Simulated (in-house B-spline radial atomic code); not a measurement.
Ionisation energies along the 37-electron series, configuration [Kr] 4d1, as differences of self-consistent energies. NIST's values go from ground level to ground level; the uncertainty of those that are theory runs from under 0.1 % in few-electron ions to several per cent in heavy many-electron ones. Computed with a radial B-spline atomic code at the basis-set limit: non-relativistic Hartree-Fock, average of the configuration, point nuclei.

This level leaves out relativity, spin-orbit splitting included, which matters for heavy ions.

```csv
ion,configuration after,ionisation energy (eV),IE/(q+1)² (eV),-ε less Coulomb ΔSCF (eV),tabulated value (eV),tabulated kind,computed minus tabulated (eV)
Sn13+,[Ar] 3d10 4s2 4p6,283.1,1.4443,0.64012,282,tabulated theory,1.1
Sb14+,[Ar] 3d10 4s2 4p6,318.1,1.414,0.65221,317,tabulated theory,1.1
Te15+,[Ar] 3d10 4s2 4p6,?,?,?,?,tabulated theory,?
I16+,[Ar] 3d10 4s2 4p6,?,?,?,?,tabulated theory,?
Xe17+,[Ar] 3d10 4s2 4p6,434.0,1.3395,0.684,434,tabulated theory,0.0
Cs18+,[Ar] 3d10 4s2 4p6,476.1,1.3189,0.69338,476,tabulated theory,0.1
Ba19+,[Ar] 3d10 4s2 4p6,520.0,1.3001,0.70226,520,tabulated theory,0.0
```

(1) Fill in the row of Te15+.

(2) Fill in the row of I16+.

## Answers

(1) ionisation energy (eV): 355.0; IE/(q+1)² (eV): 1.3867; -ε less Coulomb ΔSCF (eV): 0.66349; tabulated value (eV): 354; computed minus tabulated (eV): 1.0.

(2) ionisation energy (eV): 393.6; IE/(q+1)² (eV): 1.362; -ε less Coulomb ΔSCF (eV): 0.67406; tabulated value (eV): 393; computed minus tabulated (eV): 0.6.
